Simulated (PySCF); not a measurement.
Geometries of 5 isomers of C4H9B, from PBE0-D3(BJ)/def2-SVP geometry optimisation, gas phase in PySCF 2.14.0. One conformer each, no zero-point energy, no frequencies.

Task: Which is lowest in electronic energy at this level?
A.
```xyz
14
angstrom
B      1.742   -1.057   -0.277
C      0.388   -0.320   -0.434
C      0.165    1.164   -0.038
C     -1.287    0.808    0.334
C     -0.903   -0.684    0.341
H      2.785   -0.475   -0.487
H      1.784   -2.236    0.003
H      0.203   -0.430   -1.528
H      0.763    1.447    0.843
H      0.323    1.928   -0.814
H     -1.982    1.041   -0.488
H     -1.695    1.235    1.263
H     -0.679   -1.051    1.356
H     -1.599   -1.394   -0.129
```
B.
```xyz
14
angstrom
B      0.047    1.396   -0.069
C      1.270    0.431    0.110
C      0.644   -0.940    0.404
C     -0.707   -0.929   -0.321
C     -1.239    0.503   -0.163
H      0.088    2.604   -0.124
H      1.722    0.431   -0.908
H      2.081    0.742    0.787
H      1.276   -1.793    0.110
H      0.475   -1.037    1.491
H     -0.550   -1.141   -1.394
H     -1.395   -1.705    0.051
H     -2.028    0.803   -0.868
H     -1.686    0.631    0.849
```
C.
```xyz
14
angstrom
B     -1.845   -0.474    0.530
C     -0.500    0.247    0.574
C     -0.098    1.140   -0.605
C      0.561   -0.169   -0.462
C      1.995   -0.282   -0.023
H     -2.463   -0.747    1.535
H     -2.308   -0.797   -0.544
H     -0.077    0.554    1.536
H     -0.830    1.285   -1.403
H      0.474    2.035   -0.346
H      0.236   -0.947   -1.161
H      2.675   -0.221   -0.888
H      2.186   -1.238    0.487
H      2.264    0.530    0.671
```
D.
```xyz
14
angstrom
B      1.897    0.334   -0.360
C      0.567   -0.369   -0.773
C     -0.618   -0.210    0.136
C     -1.108   -1.238    0.838
C     -1.202    1.168    0.225
H      1.931    1.204    0.481
H      2.925    0.039   -0.930
H      0.365    0.110   -1.760
H      0.756   -1.426   -1.027
H     -0.679   -2.241    0.758
H     -1.955   -1.111    1.517
H     -1.585    1.493   -0.758
H     -0.436    1.903    0.521
H     -2.027    1.218    0.949
```
E.
```xyz
14
angstrom
B      1.512    1.218    0.297
C      0.784   -0.090    0.605
C      0.245   -0.814   -0.653
C     -0.705   -0.324    0.365
C     -1.669    0.794    0.074
H      1.034    2.035   -0.459
H      2.607    1.442    0.764
H      1.231   -0.769    1.337
H      0.466   -1.882   -0.720
H      0.305   -0.279   -1.605
H     -1.111   -1.099    1.025
H     -1.232    1.543   -0.600
H     -1.973    1.309    0.999
H     -2.579    0.400   -0.407
```

Result: B. That is `B1CCCC1`, 26.5 kcal/mol below the next.

```
           SMILES                  atoms numbered as above      E (Eh)  relative (kcal/mol)  relative (kJ/mol)  dipole (D)
          B1CCCC1     [BH:1]1[CH2:2][CH2:3][CH2:4][CH2:5]1  -182.33424                  0.0                0.0        0.41
 B[C@@H]1C[C@H]1C   [BH2:1][C@@H:2]1[CH2:3][C@H:4]1[CH3:5]  -182.29195                 26.5              111.0        1.49
B[C@@H]1C[C@@H]1C  [BH2:1][C@@H:2]1[CH2:3][C@@H:4]1[CH3:5]  -182.29002                 27.8              116.1        1.39
         BCC(=C)C     [BH2:1][CH2:2][C:3](=[CH2:4])[CH3:5]  -182.28761                 29.3              122.4        0.67
          BC1CCC1     [BH2:1][CH:2]1[CH2:3][CH2:4][CH2:5]1  -182.28089                 33.5              140.1        0.76
```

As drawn, the highest has a four-membered ring, which the lowest lacks.
